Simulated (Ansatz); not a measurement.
System: sum formula TaO₂F, net charge 0, singlet state. 
Geometry from a B3LYP-D3(BJ)/def2-TZVP (Ansatz, a program for electronic structure) optimisation:
SMILES: [O]=[Ta](=[O])[F]
```xyz
4

Ta     0.0398    -0.0535    -0.1459
O     -1.3777    -0.9594     0.3002
O     -0.4690     1.5933    -0.3875
F      1.3190    -0.1299     1.2607
```

Quantity: vertical electron affinity (to the doublet state of charge -1; a negative value means that the extra electron is unbound and the number depends on the basis; each state is the SCF solution reached for its spin; for the singlet T1 is 0.027), in eV. Cores are frozen in the correlated levels unless marked. Open shells are spin-unrestricted. No spin-orbit coupling. Frozen are the shells of the preceding noble gas and the d and f shells that filled before the atom's block. Past Kr the def2 sets carry scalar-relativistic core potentials. Anions need diffuse functions: def2-D sets add few. Basis-set limits of correlation are two-point, X^-3; Hartree-Fock from the larger set.

```csv
level,program,vertical electron affinity (eV)
HF/def2-SVPD,Ansatz,2.56
HF/def2-TZVPPD,Ansatz,2.56
HF/def2-QZVPPD,Ansatz,2.56
SVWN5/def2-TZVPD,Ansatz,2.50
PBE/def2-TZVPD,Ansatz,2.34
r2SCAN/def2-TZVPD,Ansatz,2.48
B3LYP/def2-TZVPD,Ansatz,2.57
PBE0/def2-TZVPD,Ansatz,2.52
BHLYP/def2-TZVPD,Ansatz,2.65
CAM-B3LYP/def2-TZVPD,Ansatz,2.68
wB97M-V/def2-TZVPD,Ansatz,2.51
wB97X-V/def2-TZVPD,Ansatz,2.51
wB97X/def2-TZVPD,Ansatz,2.45
B2PLYP/def2-TZVPD,Ansatz,2.34
MP2/def2-SVPD,Ansatz,2.09
"RI-MP2/CBS(def2-TZVPPD,def2-QZVPPD)",Ansatz,2.21
SCS-MP2/def2-SVPD,Ansatz,2.08
CCSD/def2-SVPD,Ansatz,2.46
CCSD(T)/def2-SVPD,Ansatz,2.37
```
